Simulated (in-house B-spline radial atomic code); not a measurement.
**Ionising K⁵⁺ with different functionals**

Computed with an all-electron radial atomic-structure program (B-spline basis): non-relativistic Hamiltonian, point nucleus, spin-polarised at highest spin, spherical fractional occupations for the functionals, and exact exchange of hybrids averaged over the configuration. The ionisation energy is the difference of two self-consistent energies, [Ne] 3s2 3p2 → [Ne] 3s2 3p1, without Breit or QED terms; ε is the level of the shell that loses the electron (its least bound occupied spin orbital).

| method | rung | ΔSCF (eV) | -ε(3p) (eV) |
| --- | --- | --- | --- |
| PBE0 | global hybrid | 99.56 | 92.99 |
| B3LYP | global hybrid | 99.60 | 92.49 |
| TPSSh | global hybrid | 99.69 | 91.78 |
| M06-2X | global hybrid | 99.31 | 95.17 |
| BHandHLYP | global hybrid | 99.41 | 95.10 |
| r2SCAN0 | global hybrid | 99.74 | 93.34 |
| B97-1 | global hybrid | 99.49 | 92.51 |
| HSE06 | range-separated hybrid | 99.54 | 92.55 |
| wB97X | range-separated hybrid | 99.47 | 95.56 |
| CAM-B3LYP | range-separated hybrid | 99.56 | 94.45 |
| LC-wPBE | range-separated hybrid | 99.73 | 96.07 |

Task: Among the functionals, which spreads more, the ΔSCF values or the orbital energies?

Result: The orbital energies: ΔSCF values span about 0.43 eV and the orbital energies 4.29 eV; here energy differences depend much less on the functional than eigenvalues do.

Task: How do they compare with the NIST value?

Result: NIST lists 99.4 eV ± 0.2 (semi-empirical, ground level to ground level). Errors run from -0.13 to +0.30 eV; all lie within about twice that uncertainty, so the table can't rank the methods.
